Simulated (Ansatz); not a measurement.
The cluster Na₃Sn₅⁻, 8 atoms. Hardware: 4 threads of Arm Neoverse V1 on a shared host.

In the def2 sets Sn takes a core potential; there is no spin–orbit coupling. Correlated methods freeze 23 core orbitals; core or outer-core shells of Na, Sn are correlated, in sets that lack core-valence functions.

(1) How many basis functions does each of these Ansatz runs have, and roughly what does it cost? PBE-D4/def2-SVP, charge -1 singlet, energy and forces, from earlier orbitals; PBE0-D4/def2-SVP, charge -1 singlet, energy, from earlier orbitals; B2PLYP/def2-SVP, charge -1 singlet, energy, from earlier orbitals; r2SCANh-D4/def2-SVP, charge -1 singlet, energy, from earlier orbitals; r2SCAN-D4/def2-SVPD, charge -1 singlet, relaxation, 26 steps; RPA@PBE/def2-SVPD, charge -1 singlet, energy, from earlier orbitals; r2SCAN-D4/def2-SVP, charge -1 singlet, energy, from earlier orbitals; MP2/def2-SVPD, charge -1 singlet, energy, from earlier orbitals; revPBE-D4/def2-SVP, charge -1 singlet, energy, from earlier orbitals.

## Answers

(1) Other jobs shared the machine, so times can vary by a factor of up to 3. A dash marks memory too small to be measured apart from the calling script's.

```tsv
run	functions	fitting or Cholesky vectors	wall time	peak host memory (GiB)
revPBE-D4/def2-SVP, charge -1 singlet, energy, from earlier orbitals	175	1980	5.5 s	–
PBE-D4/def2-SVP, charge -1 singlet, energy and forces, from earlier orbitals	175	1980	6 s	–
PBE0-D4/def2-SVP, charge -1 singlet, energy, from earlier orbitals	175	2115	13 s	0.75
r2SCAN-D4/def2-SVP, charge -1 singlet, energy, from earlier orbitals	175	1980	14 s	–
r2SCANh-D4/def2-SVP, charge -1 singlet, energy, from earlier orbitals	175	2115	19 s	0.81
B2PLYP/def2-SVP, charge -1 singlet, energy, from earlier orbitals	175	2115	21 s	0.77
MP2/def2-SVPD, charge -1 singlet, energy, from earlier orbitals	214	2607	22 s	1.1
RPA@PBE/def2-SVPD, charge -1 singlet, energy, from earlier orbitals	214	2607	27 s	1.1
r2SCAN-D4/def2-SVPD, charge -1 singlet, relaxation, 26 steps	214	2350	5.4 min	0.57
```
